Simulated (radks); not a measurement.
All-electron atom: neutral tellurium in [Kr] 4d10 5s2 5p4. Method: Dirac Kohn-Sham, PBE, spin-unpolarised, spherical densities, finite nucleus; open shells are shared between the two j in proportion to 2j + 1; Fermi nuclear charge, rms radius 4.7423 fm; computed with a radial shooting solver on a logarithmic mesh with Libxc functionals. Some entries of the table are withheld. Estimate them.

| orbital | occ. | eigenvalue (hartree) | r(max) (bohr) |
|---|---|---|---|
| 1s1/2 | 2 | (1) | 0.01793 |
| 2s1/2 | 2 | -178.0511 | 0.1015 |
| 2p1/2 | 2 | -166.8237 | 0.07795 |
| 2p3/2 | 4 | -156.7366 | 0.08265 |
| 3s1/2 | 2 | -35.43409 | 0.2928 |
| 3p1/2 | 2 | -30.81715 | 0.2792 |
| 3p3/2 | 4 | -28.93711 | 0.2898 |
| 3d3/2 | 4 | -20.79285 | (2) |
| 3d5/2 | 6 | -20.39973 | (3) |
| 4s1/2 | 2 | -6.03506 | (4) |
| 4p1/2 | 2 | -4.44844 | 0.7218 |
| 4p3/2 | 4 | -4.09160 | 0.7461 |
| 4d3/2 | 4 | -1.56134 | 0.8061 |
| 4d5/2 | 6 | -1.50744 | 0.8149 |
| 5s1/2 | 2 | -0.55458 | 1.795 |
| 5p1/2 | 1.33333 | -0.23887 | 2.107 |
| 5p3/2 | 2.66667 | -0.20976 | 2.202 |

Answer. 
(1) 1s1/2 eigenvalue (hartree): -1161.443
(2) 3d3/2 r(max) (bohr): 0.2361
(3) 3d5/2 r(max) (bohr): 0.2391
(4) 4s1/2 r(max) (bohr): 0.7014
